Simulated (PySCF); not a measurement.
Job file and geometry (Å, from GFN2-xTB) of an NMR shielding run on SMILES CC(C)[Si@@H](S)C(C)(F)F, C5H12F2SSi, PySCF, GIAO PBE0/pcSseg-1 NMR shielding, non-relativistic, gas phase; density fitting, a coarse starting grid and PySCF grid level 2 are the driver's defaults:

```
$ OMP_NUM_THREADS=1 python probes_run.py task.json out

{"job": {"kind": "nmr", "xc": "PBE0", "basis": "pcSseg-1"}, "charge": 0, "multiplicity": 1}
C     -1.980003     0.452974    -1.084338
C     -1.336759    -0.387042     0.020380
C     -2.309453    -0.555756     1.188868
Si     0.315244     0.359454     0.612692
S      1.148986    -0.747252     2.263726
C      1.639174     0.249067    -0.811322
C      3.026372     0.750322    -0.473086
F      1.180558     0.911659    -1.922875
F      1.717265    -1.067065    -1.218659
H     -2.224998     1.446956    -0.716786
H     -1.315942     0.558302    -1.937500
H     -2.900056    -0.019642    -1.423660
H     -1.135509    -1.383410    -0.395548
H     -3.222191    -1.043993     0.852630
H     -1.871310    -1.157366     1.981664
H     -2.575019     0.413104     1.605687
H      0.266442     1.743541     1.069130
H      1.492924    -1.817200     1.560256
H      2.973671     1.811381    -0.248373
H      3.405703     0.216233     0.393358
H      3.695981     0.592082    -1.316715
```

Question: What does the program print?

Answer: 
```
coarse grid: 18296 points
cycle   1  E = -1084.2259040478  dE =  7.729e-01  |g| = 7.670e-01  |ddm| = 3.944e+00
cycle   2  E = -1084.1336322779  dE =  9.227e-02  |g| = 1.089e+00  |ddm| = 1.214e+00
cycle   3  E = -1084.3403535705  dE = -2.067e-01  |g| = 9.273e-02  |ddm| = 7.201e-01
cycle   4  E = -1084.3419988987  dE = -1.645e-03  |g| = 3.601e-02  |ddm| = 9.532e-02
cycle   5  E = -1084.3422679766  dE = -2.691e-04  |g| = 6.149e-03  |ddm| = 2.972e-02
cycle   6  E = -1084.3422763365  dE = -8.360e-06  |g| = 2.242e-03  |ddm| = 8.785e-03
final grid: 167384 points
cycle   7  E = -1084.4109678586  dE = -4.813e-05  |g| = 1.175e-02  |ddm| = 3.049e-02
cycle   8  E = -1084.4109466487  dE =  2.121e-05  |g| = 1.548e-02  |ddm| = 2.280e-02
cycle   9  E = -1084.4109995933  dE = -5.294e-05  |g| = 1.108e-03  |ddm| = 1.293e-02
cycle  10  E = -1084.4109997999  dE = -2.065e-07  |g| = 3.114e-04  |ddm| = 9.518e-04
cycle  11  E = -1084.4109998165  dE = -1.667e-08  |g| = 7.335e-05  |ddm| = 2.394e-04
cycle  12  E = -1084.4109998175  dE = -1.024e-09  |g| = 2.990e-05  |ddm| = 8.540e-05
cycle  13  E = -1084.4109998177  dE = -1.910e-10  |g| = 3.378e-06  |ddm| = 2.503e-05
converged SCF energy = -1084.4109998177

GIAO shielding tensors (ppm)
atom      isotropic    diamagn.    paramagn.     s11        s22        s33       span
  0 C      167.223     248.189     -80.965    154.489    160.135    187.046     32.557
  1 C      166.386     252.986     -86.599    159.670    163.665    175.823     16.153
  2 C      166.644     246.998     -80.354    152.789    161.749    185.393     32.605
  3 Si     353.559     882.360    -528.801    303.931    348.704    408.041    104.110
  4 S      758.064    1059.343    -301.279    669.095    706.417    898.679    229.584
  5 C       52.221     249.026    -196.805     32.167     53.666     70.830     38.664
  6 C      160.843     249.756     -88.913    145.845    150.246    186.439     40.593
  7 F      299.140     477.549    -178.409    187.504    315.732    394.185    206.681
  8 F      301.799     478.473    -176.674    191.686    326.956    386.753    195.067
  9 H       30.940      31.229      -0.288     27.445     28.625     36.751      9.306
 10 H       29.898      31.753      -1.856     23.453     30.249     35.992     12.539
 11 H       30.452      30.249       0.203     25.840     27.684     37.832     11.993
 12 H       30.341      34.699      -4.358     27.758     28.541     34.725      6.967
 13 H       30.495      29.385       1.109     25.971     27.712     37.801     11.829
 14 H       29.881      30.362      -0.481     23.590     30.476     35.576     11.986
 15 H       31.025      30.229       0.796     27.430     28.636     37.009      9.579
 16 H       27.354      31.297      -3.942     24.447     25.716     31.899      7.452
 17 H       31.351      32.545      -1.194     23.848     28.348     41.856     18.009
 18 H       30.297      29.158       1.139     26.683     28.309     35.900      9.217
 19 H       29.670      29.513       0.157     24.272     30.891     33.847      9.575
 20 H       29.854      27.404       2.451     26.143     27.328     36.092      9.949
```

Question: Turn these shieldings into chemical shifts. References, each an isolated molecule treated in the same way: ¹³C (σref 186.93) and ²⁹Si (σref 349.16) and ¹H (σref 31.72) vs TMS; ³³S (σref 503.73) against CS2; CFCl3 for ¹⁹F (σref 170.95).

Answer: Averaging equivalent atoms: C 5: 134.7; C 6: 26.1; C 1: 20.5; C 2: 20.3; C 0: 19.7; Si 3: -4.4; S 4: -254; F 7: -128.2; F 8: -130.9; H 16: 4.36; H 18/19/20: 1.78; H 12: 1.38; H 9/10/11: 1.29; H 13/14/15: 1.25; H 17: 0.37 ppm. Unscaled 19F shifts against computed CFCl3 carry errors that often reach 10 to 50 ppm.

Size and cost of the density-fitted run: 227 basis functions, 48 s wall time on 1 thread of an Arm Neoverse V1, shared host; peak memory 1 GiB.
